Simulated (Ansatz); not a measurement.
Cost and result for the atomization energy of `[F][GeH]1[CH2]C[O]1` (10 atoms, 10 bonds).

```xyz
10

F     0.7494   -2.3841    0.6733
Ge   -0.0674   -1.2442   -0.3516
C    -0.6726    0.3628    0.5659
C     0.5039    1.0432   -0.1665
O     1.0669   -0.0088   -0.9754
H    -0.7751   -2.1113   -1.3981
H    -1.6598    0.7282    0.2870
H    -0.5844    0.3270    1.6506
H     1.2614    1.4226    0.5256
H     0.1777    1.8645   -0.8108
```

Total charge 0; spin multiplicity 1. Correlated methods include outer-core shells of Ge, which these sets cover unevenly. Scalar relativity is left out up to krypton. All single points use the PBE0-D4/def2-TZVP geometry. Program: Ansatz. All runs use 4 threads of an Arm Neoverse V1 on a shared host. Times are those of one run each, without the atoms' runs, and a repeat can differ threefold. Electronic energies, without spin–orbit coupling; frozen cores. CCSD(T)/CBS adds CCSD(T) − MP2 in def2-TZVPP to the MP2 limit, and its time is that of the two runs behind it. T1 = 0.012. With those shells the extrapolation isn't a true limit. B3LYP takes the VWN-RPA correlation (the form of Gaussian; ORCA's B3LYP/G).

CCSD(T)/CBS is a level of theory with its own doubt, some kJ/mol a heavy atom from the limit and from the frozen cores, so smaller differences don't rank the functionals.

```
                             level  functions  wall time  atomization (kcal/mol)  difference from CCSD(T)/CBS  per bond
   PBE-D4/def2-TZVPP (with forces)        242      2.9 s                   923.7                         17.1       1.7
                PBE0-D4/def2-TZVPP        242      3.7 s                   903.0                         -3.6      -0.4
 B3LYP-D4/def2-TZVPP (with forces)        242      5.5 s                   897.0                         -9.6      -1.0
r2SCAN-D4/def2-TZVPP (with forces)        242        6 s                   906.8                          0.2       0.0
                 B2PLYP/def2-TZVPP        242      6.5 s                   893.1                        -13.5      -1.4
                ωB97X-V/def2-TZVPP        242        9 s                   907.7                          1.1       0.1
  ωB97M-V/def2-TZVPP (with forces)        242       14 s                   903.0                         -3.6      -0.4
                    MP2/def2-QZVPP        467       28 s                   918.8                         12.2       1.2
                CCSD(T)/def2-TZVPP        242    4.4 min                   884.8                        -21.8      -2.2
                 CCSD(T)/CBS(def2)          –    4.8 min                   906.6                          0.0       0.0
```

In def2-TZVPP, CCSD(T) changes the Hartree–Fock value by +243.7 kcal/mol (the triples alone add +15.6 kcal/mol) and MP2 by +264.7 kcal/mol; breaking electron pairs costs correlation energy, which Hartree–Fock lacks. From PBE to PBE0 (25 % exact exchange), in def2-TZVPP and without D4, the atomization energy moves by −19.9 kcal/mol: exact exchange takes away binding that semilocal exchange gives to molecules. The D4 term adds +7.4 kcal/mol with B3LYP and +3.8 kcal/mol with PBE0; it sums over pairs of atoms, weighted by their polarisabilities, and B3LYP, whose exchange is more repulsive, gets the larger term.
